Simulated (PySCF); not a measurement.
C2H4BF2N, SMILES NB(F)/C=C\F.

Coordinates come from a PBE-D3(BJ)/def2-SVP optimisation. The structure was generated by enumeration; whether it is a known compound was not checked. One conformer was computed; it need not be the lowest.

Method: r2SCAN/def2-TZVP (PySCF).

Symmetry labels are those of the subgroup Cs that the program uses (full group Cs).

Computed valence orbital energies around the gap with their symmetry:
| orbital | symmetry | energy (eV) |
|---|---|---|
| HOMO−7 | A" | -11.88 |
| HOMO−6 | A' | -11.64 |
| HOMO−5 | A" | -10.72 |
| HOMO−4 | A' | -10.17 |
| HOMO−3 | A' | -9.65 |
| HOMO−2 | A' | -8.53 |
| HOMO−1 | A" | -7.51 |
| HOMO | A" | -6.63 |
| LUMO | A" | -1.60 |
| LUMO+1 | A' | 1.05 |
| LUMO+2 | A' | 1.79 |
| LUMO+3 | A' | 2.12 |
